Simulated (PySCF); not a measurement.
Point groups of optimised structures. Computed, not measured: PBE0-D3(BJ)/def2-SVP geometry optimisation, gas phase (PySCF). The symmetry is that of the one conformer found, every atom within 0.08 Å of its image; none is proved a minimum here. The geometries of the anions come from a basis without diffuse functions.

Problem. `[N:1]#[C:2]/[C:3]([F:4])=[C:5](/[O-:6])[F:7]` (charge -1): symmetry, top, dipole?

Solution. Cs; asymmetric top; symmetry number 1; 2 operations, which sort the 7 atoms into 7 sets; dipole about the centre of mass 1.11 D, in the ab plane, which is the mirror; heavy atoms equivalent by symmetry: none.

Problem. Point group, rotor type and polarity of `[CH2:1]1[CH2:2][CH2:3][Se:4][CH2:5]1` with C5–C1–C2–C3 53°, C1–C2–C3–Se4 -39°, C2–C3–Se4–C5 14°, C3–Se4–C5–C1 14° (selenacyclopentane)?

Solution. C2; asymmetric top; symmetry number 2; 2 operations, which sort the 13 atoms into 7 sets; this conformer is chiral (no improper operation); dipole 1.92 D, along a, the twofold axis.

Problem. Point group, rotor type and polarity of `C=C(C#N)C#N`?

Solution. C2v; asymmetric top; symmetry number 2; 4 operations, which sort the 8 atoms into 5 sets; dipole 4.22 D, along b, the twofold axis; A, B, C = 6557, 2882, 2002 MHz.

Problem. Point group, rotor type and polarity of `[CH3:1]/[CH:2]=[C:3](/[CH3:4])[c:5]1[cH:6][se:7][cH:8][n:9]1` with C2–C3–C5–C6 180°, H–C1–C2–C3 -58° (nearest H), H–C4–C3–C2 -1° (nearest H)?

Solution. Cs; asymmetric top; symmetry number 1; 2 operations, which sort the 18 atoms into 16 sets; dipole 1.13 D, in the ab plane, which is the mirror; A, B, C = 2572, 661.5, 529.6 MHz.

Problem. `[OH:1][c:2]1[cH:3][cH:4][cH:5][c:6]([Cl:7])[cH:8]1` with H–O1–C2–C3 180° (3-chlorophenol): symmetry, top, dipole?

Solution. Cs; asymmetric top; symmetry number 1; 2 operations, which sort the 13 atoms into 13 sets; dipole 1.05 D, in the ab plane, which is the mirror; heavy atoms equivalent by symmetry: none.

Problem. Point group, rotor type and polarity of `[CH3:1][SiH2:2][C:3]#[C:4][GeH3:5]`?

Solution. Cs; near-prolate asymmetric top; symmetry number 1; 2 operations, which sort the 13 atoms into 10 sets; dipole 0.77 D, in the ab plane, which is the mirror; heavy atoms equivalent by symmetry: none.
